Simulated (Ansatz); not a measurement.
Removing and adding an electron: TiSi5. The state is a singlet with charge 0. Geometry: r2SCAN-D4/def2-SVP. Ansatz, gas phase; energy differences of separate SCF runs; the oxidised species was run as a doublet alone; the reduced species was run as a doublet alone.

```xyz
6

Ti   -1.259    1.296    0.475
Si    1.103    0.393    0.556
Si    1.069   -1.965    0.078
Si    0.361    1.708   -1.287
Si   -0.816   -0.911    1.274
Si   -0.458   -0.521   -1.096
```

The structure comes from a short search, and lower isomers may exist.

| level | −HOMO (eV) | vertical IE (eV) | −LUMO (eV) | vertical EA (eV) | HOMO–LUMO gap (eV) | remarks |
| --- | --- | --- | --- | --- | --- | --- |
| PBE-D4/def2-TZVP | 4.59 | 6.83 | 3.67 | – | 0.92 | – |
| PBE-D4/def2-TZVPD | 4.60 | – | 3.68 | 1.74 | 0.92 | HOMO above zero (-1 doublet) |
| r2SCAN-D4/def2-TZVP | 4.76 | 6.83 | 3.56 | – | 1.20 | – |
| r2SCAN-D4/def2-TZVPD | 4.77 | – | 3.57 | 1.86 | 1.20 | spin-contaminated (⟨S²⟩ 0.83) (-1 doublet) |
| PBE0-D4/def2-TZVP | 5.59 | 6.88 | 2.80 | – | 2.79 | spin-contaminated (⟨S²⟩ 0.87) (+1 doublet) |
| PBE0-D4/def2-TZVPD | 5.60 | – | 2.81 | 1.99 | 2.79 | spin-contaminated (⟨S²⟩ 0.83) (-1 doublet) |

Relaxing the oxidised species (r2SCAN-D4/def2-SVP) changes its energy by -0.07 eV at PBE-D4/def2-TZVP, so the adiabatic ionisation energy to this nearest minimum is 6.76 eV. At PBE0-D4/def2-TZVP it is 6.77 eV.     A HOMO above zero means that the electron is unbound at that level or that self-interaction error raises the level; the energy of removing that electron tells which.
